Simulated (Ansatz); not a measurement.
# Ligand exchange: BH2I + CH5N → BH2(NH2) + CH3I

Species: BH2I `BI`, singlet; CH5N (methylamine) `CN`, singlet; BH2(NH2), singlet; CH3I (methyl iodide) `CI`, singlet. The partners trade I for NH2: B–I and C–NH2 bonds give way to B–NH2 and C–I.

Shapes, held fixed at every level: PBE0-D4/def2-TZVP. Programs: Ansatz 0.2.0. The zero-point and thermal change to 298 K, harmonic and unscaled (PBE0-D4/def2-TZVP), is +0.7 kJ/mol.

```json
{"level": "HF/def2-TZVPP", "kind": "Hartree–Fock", "ΔH(298 K) (kJ/mol)": "-103.7", "less CCSD(T)/def2-TZVPP": "+4.6"}
{"level": "PBE-D4/def2-TZVPP", "kind": "GGA", "ΔH(298 K) (kJ/mol)": "-111.2", "less CCSD(T)/def2-TZVPP": "-2.9"}
{"level": "BHLYP-D4/def2-TZVPP", "kind": "global hybrid", "ΔH(298 K) (kJ/mol)": "-112.8", "less CCSD(T)/def2-TZVPP": "-4.5"}
{"level": "wB97M-V/def2-TZVPP", "kind": "range-separated hybrid", "ΔH(298 K) (kJ/mol)": "-114.8", "less CCSD(T)/def2-TZVPP": "-6.5"}
{"level": "B2PLYP/def2-TZVPP", "kind": "double hybrid", "ΔH(298 K) (kJ/mol)": "-113.6", "less CCSD(T)/def2-TZVPP": "-5.3"}
{"level": "MP2/def2-SVP", "kind": "perturbation theory", "ΔH(298 K) (kJ/mol)": "-108.5", "less CCSD(T)/def2-TZVPP": "-0.2"}
{"level": "CCSD(T)/def2-TZVPP", "kind": "coupled cluster or CI", "ΔH(298 K) (kJ/mol)": "-108.3", "less CCSD(T)/def2-TZVPP": "0.0"}
```

The highest level, CCSD(T)/def2-TZVPP, gives ΔH(298 K) = -108.3 kJ/mol; the levels span -114.8 to -103.7. The column of differences is taken from that level and isn't an error. No measured value is set beside it here. For atoms past krypton def2 sets carry core potentials with scalar relativity. Outer-core shells of I are correlated, in sets that cover them unevenly.
